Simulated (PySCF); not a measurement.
# Simulated absorption spectrum

Species: C₅H₄ClFN₂.
Geometry (GFN2-xTB, Å), atoms numbered from 1 in this order:
```xyz
13
C5H4ClFN2 angstrom
C     -1.856   -0.720   -0.002
C     -0.424   -0.318    0.003
N      0.493   -1.277    0.047
C      1.763   -0.932    0.052
N      2.232    0.303    0.017
C      1.339    1.264   -0.027
F      1.806    2.509   -0.063
C     -0.034    1.027   -0.036
Cl    -1.178    2.311   -0.091
H     -1.926   -1.802    0.035
H     -2.367   -0.288    0.857
H     -2.345   -0.348   -0.900
H      2.492   -1.728    0.090
```

Computed, not measured: PySCF 2.14.0, density-fitted response routines, TDDFT PBE0/def2-SVPD, vertical, gas phase, core orbitals frozen in the response.

Broadening: Gaussians 0.3 eV wide at half height, area fixed by f = 4.319×10⁻⁹ ∫ε dν̃. The width is an assumption, not a result. The curve ends short of the highest state used, and states not computed would add to its high-energy end.

```json
{"λ (nm)": "212.0", "ε (L mol⁻¹ cm⁻¹)": "4623"}
{"λ (nm)": "215.4", "ε (L mol⁻¹ cm⁻¹)": "2483"}
{"λ (nm)": "218.7", "ε (L mol⁻¹ cm⁻¹)": "3432"}
{"λ (nm)": "222.0", "ε (L mol⁻¹ cm⁻¹)": "4750"}
{"λ (nm)": "225.4", "ε (L mol⁻¹ cm⁻¹)": "4448"}
{"λ (nm)": "228.7", "ε (L mol⁻¹ cm⁻¹)": "2814"}
{"λ (nm)": "232.1", "ε (L mol⁻¹ cm⁻¹)": "1212"}
{"λ (nm)": "235.4", "ε (L mol⁻¹ cm⁻¹)": "403"}
{"λ (nm)": "238.7", "ε (L mol⁻¹ cm⁻¹)": "152"}
{"λ (nm)": "242.1", "ε (L mol⁻¹ cm⁻¹)": "144"}
{"λ (nm)": "245.4", "ε (L mol⁻¹ cm⁻¹)": "193"}
{"λ (nm)": "248.8", "ε (L mol⁻¹ cm⁻¹)": "221"}
{"λ (nm)": "252.1", "ε (L mol⁻¹ cm⁻¹)": "217"}
{"λ (nm)": "255.4", "ε (L mol⁻¹ cm⁻¹)": "201"}
{"λ (nm)": "258.8", "ε (L mol⁻¹ cm⁻¹)": "185"}
{"λ (nm)": "262.1", "ε (L mol⁻¹ cm⁻¹)": "165"}
{"λ (nm)": "265.5", "ε (L mol⁻¹ cm⁻¹)": "130"}
{"λ (nm)": "268.8", "ε (L mol⁻¹ cm⁻¹)": "88"}
{"λ (nm)": "272.1", "ε (L mol⁻¹ cm⁻¹)": "50"}
{"λ (nm)": "275.5", "ε (L mol⁻¹ cm⁻¹)": "24"}
{"λ (nm)": "278.8", "ε (L mol⁻¹ cm⁻¹)": "10"}
{"λ (nm)": "282.2", "ε (L mol⁻¹ cm⁻¹)": "3"}
{"λ (nm)": "285.5", "ε (L mol⁻¹ cm⁻¹)": "1"}
{"λ (nm)": "288.8", "ε (L mol⁻¹ cm⁻¹)": "0"}
```

(1) Locate the maxima and give the states behind the curve.

(2) Coming from long wavelengths, where does ε first pass 100 L mol⁻¹ cm⁻¹?

(3) On this curve, what absorbance would a 10⁻³ mol/L sample give at 254 nm over a 1 cm path?

Results:

(1) 250 nm (4.96 eV), ε about 220, made up of S1 (14%) and S2 (86%); 223 nm (5.56 eV), ε about 4900, made up of S3 (100%) (ε in L mol⁻¹ cm⁻¹; maxima over ε = 5, shares over 10%). At its high-energy end, 5.85 eV, the curve is still rising (ε about 4700, from S4). The states used: S1 4.74 eV (f 0.0016); S2 5.00 eV (f 0.0022); S3 5.55 eV (f 0.054); S4 6.04 eV (f 0.153); S5 6.24 eV (f 0.0036); S6 6.45 eV (f 0.0009).

(2) At about 268 nm (4.63 eV), 0.11 eV below S1.

(3) 254 nm is 4.881 eV, where ε is about 210 L mol⁻¹ cm⁻¹, so A = ε c l ≈ 0.21 (Beer–Lambert, with the gas-phase spectrum and the assumed width).
